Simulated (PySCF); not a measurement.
**Ar²⁺: ionisation energy**

Ar²⁺ [Ne] 3s2 3p4 (3P) → Ar³⁺ [Ne] 3s2 3p3 (4S), as a difference of total energies. Calculation: PySCF 2.14, in aug-cc-pVDZ-DK; the spin-free X2C one-electron Hamiltonian (Gaussian nucleus). Correlated levels: valence: [Ne] frozen. The calculations carry no spin-orbit coupling.

```json
{"method": "UHF", "ionisation energy (eV)": "39.300", "plus first-order spin-orbit estimate": "39.363", "difference from reference of that sum (eV)": "-1.372"}
{"method": "MP2 (valence)", "ionisation energy (eV)": "39.788", "plus first-order spin-orbit estimate": "39.851", "difference from reference of that sum (eV)": "-0.884"}
{"method": "SCS-MP2 (valence)", "ionisation energy (eV)": "39.802", "plus first-order spin-orbit estimate": "39.865", "difference from reference of that sum (eV)": "-0.870"}
{"method": "CCSD (valence)", "ionisation energy (eV)": "39.801", "plus first-order spin-orbit estimate": "39.864", "difference from reference of that sum (eV)": "-0.871"}
{"method": "CCSD(T) (valence)", "ionisation energy (eV)": "39.813", "plus first-order spin-orbit estimate": "39.876", "difference from reference of that sum (eV)": "-0.859"}
{"method": "CCSDT (valence)", "ionisation energy (eV)": "39.815", "plus first-order spin-orbit estimate": "39.878", "difference from reference of that sum (eV)": "-0.857"}
```

Reference: 40.735 ± 0.012 eV (semi-empirical (NIST evaluation); NIST Atomic Spectra Database, ionization energies).

A first-order spin-orbit estimate (lowest level to lowest level, LS coupling) adds 0.063 eV.

Errors of the correlated levels include the incompleteness of this basis and the frozen core.
